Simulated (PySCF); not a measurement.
# Ga(OH)₂ + Cl₂ → GaO₂ + 2 HCl

Level: PBE0 in the def2-TZVP basis family, all electrons, no relativity, computed in PySCF with density fitting; open shells unrestricted.

| species | state and structure | E (Eh) | ZPE (kJ/mol) | H(298 K) − H(0) (kJ/mol) | S° (J/(mol K)) |
| --- | --- | --- | --- | --- | --- |
| Ga(OH)₂ | doublet, C2v, Ga–O 1.797 Å (×2), O–H 0.960 Å (×2); Ga–O–H 113.7° (×2), O–Ga–O 113.5° | -2076.18521 | 68.9 | 14.7 | 291.3 |
| Cl₂ | singlet, D∞h, Cl–Cl 1.982 Å | -920.08940 | 3.5 | 9.1 | 222.5 |
| GaO₂ | doublet, D∞h, Ga–O 1.686 Å (×2) | -2074.86037 | 9.9 | 12.5 | 255.3 |
| HCl | singlet, C∞v, H–Cl 1.279 Å | -460.66440 | 17.9 | 8.7 | 186.6 |

Problem. What is the electronic reaction energy?

Solution. At PBE0/def2-TZVP, ΔE = 224.3 kJ/mol from the differences of the total energies times 2625.5, uphill. 

Problem. Add zero-point, thermal and entropy terms for 298.15 K and 1 bar.

Solution. ΔZPE = -26.7 and Δ[H(298) − H(0)] = 6.1 kJ/mol give ΔH° = 203.7 kJ/mol. ΔS° = 114.7 J/(mol K), so ΔG° = 203.7 − 298.15 × (0.1147) = 170 kJ/mol. ΔG° would change sign near 1780 K if ΔH° and ΔS° stayed fixed.

Each species is the lowest minimum found with this bonding; other isomers or fragments can lie lower.
